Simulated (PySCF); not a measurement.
# W³⁴⁺: ionisation energy

W³⁴⁺ [Kr] 4d4 [4d3/2^4, M_J = 0] → W³⁵⁺ [Kr] 4d3 [4d3/2^3, M_J = 3/2], as a difference of total energies. Calculation: PySCF 2.14, in an uncontracted even-tempered set (17 s from 3.5 bohr⁻², ratio 2.8; 14 p from 4.6 bohr⁻², ratio 2.8; 9 d from 4.6 bohr⁻², ratio 2.8; 3 f from 18 bohr⁻², ratio 3); the two-component X2C-1e Hamiltonian. Correlated levels: [Ar] 3d10 frozen; the 92 highest virtual spinors dropped. "Screened" scales the spin-orbit matrix elements by Boettger's factors to mimic the two-electron term; Breit and QED terms are absent.

```
                    method  ionisation energy (eV)
           GHF (spin-free)                  1447.9
          GMP2 (spin-free)                  1448.0
 GHF (screened spin-orbit)                  1455.0
GMP2 (screened spin-orbit)                  1455.6
```

Breit and QED terms and the two-electron picture change are absent.

The spin-free rows relax to the high-spin LS determinant and lack the spin-orbit shift.

The labels give the starting determinants; with spin-orbit coupling the two ends relaxed to ⟨J²⟩ = 0.00, ⟨L²⟩ = 2.48, ⟨S²⟩ = 2.48 and ⟨J²⟩ = 3.79, ⟨L²⟩ = 7.96, ⟨S²⟩ = 2.17.

For comparison: 1459.9 ± 1.5 eV (semi-empirical (NIST evaluation); NIST Atomic Spectra Database, ionization energies).
